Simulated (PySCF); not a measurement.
Molecule: SMILES S(C#N)C1=CC=CS1, C5H3NS2.

Geometry:
```csv
atom,x (Å),y (Å),z (Å)
N1,3.641,0.307,0.250
C2,2.825,-0.435,0.618
S3,1.687,-1.535,1.194
C4,0.204,-0.743,0.643
C5,0.022,0.494,0.076
C6,-1.350,0.744,-0.207
C7,-2.168,-0.292,0.149
S8,-1.284,-1.601,0.828
H9,0.839,1.187,-0.127
H10,-1.714,1.668,-0.659
H11,-3.251,-0.367,0.053
```

Geometry PBE0-D3(BJ)/def2-SVP throughout; GIAO in PySCF 2.14, gas phase, one conformer, non-relativistic; equivalent atoms averaged; functional PBE0.

For orientation, 6-31G* gives these absolute shieldings σ: N1 -46.3, C4 69.7, C6 74.2, C5 74.6, C2 92.7, S8 333.9, S3 529.7, H11 24.99, H10 25.06 ppm.

A run gave: N1 -91.3, C4 50.8, C6 57.2, C5 59.8, C2 66.5, S8 307.9, S3 518.2, H11 25.80, H10 25.93 ppm (absolute shieldings σ).

Question: Which basis set was used in that run?
A. pcSseg-0
B. def2-TZVP
C. 6-311+G(2d,p)
D. aug-cc-pVDZ

Answer: A. H11 tells them apart best: pcSseg-0 gives 25.80, aug-cc-pVDZ gives 23.94, 6-311+G(2d,p) gives 24.06, def2-TZVP gives 24.07 ppm.
